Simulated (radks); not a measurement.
Values are calculated unless marked as measured or tabulated.
All-electron atom: the terbium ion Tb21+ in [Kr] 4d8.

Code: a radial shooting solver on a logarithmic mesh with Libxc functionals. Model: scalar-relativistic Kohn-Sham, BLYP, spin-unpolarised, spherical densities, finite nucleus; Fermi nuclear charge, rms radius 5.06 fm.

Energy parts (hartree):
total: -11535.5485
kinetic: 12428.1038
electron-nucleus: -27209.1227
Hartree: 3479.9932
exchange-correlation: -234.5228

Orbitals (lengths in bohr, moments of r in powers of bohr):
| orbital | occ. | eigenvalue (hartree) | <1/r> |
|---|---|---|---|
| 1s | 2 | -1927.326 | 73.09 |
| 2s | 2 | -337.5974 | 16.97 |
| 2p | 6 | -302.4265 | 15.80 |
| 3s | 2 | -91.67229 | 6.253 |
| 3p | 6 | -80.82085 | 5.873 |
| 3d | 10 | -66.71815 | 5.570 |
| 4s | 2 | -33.82131 | 2.781 |
| 4p | 6 | -30.03325 | 2.597 |
| 4d | 8 | -24.86631 | 2.385 |

The highest occupied level is 4d at -676.65 eV. Summed over all electrons, <r^2> = 6.493 bohr^2, which gives a Langevin (diamagnetic) susceptibility term of -5.14 x 10^-6 cm^3/mol. For comparison, the ionisation energy in NIST's Atomic Spectra Database is 690 eV (theoretical). In exact Kohn-Sham theory the highest level is minus the ionisation energy, but local and semilocal functionals leave it too shallow, through self-interaction and a potential that decays too fast; potentials with the right tail come closer.

Beside tabulated values, note that spin-unpolarised runs miss the spin-polarisation part of the exchange energy of open shells.
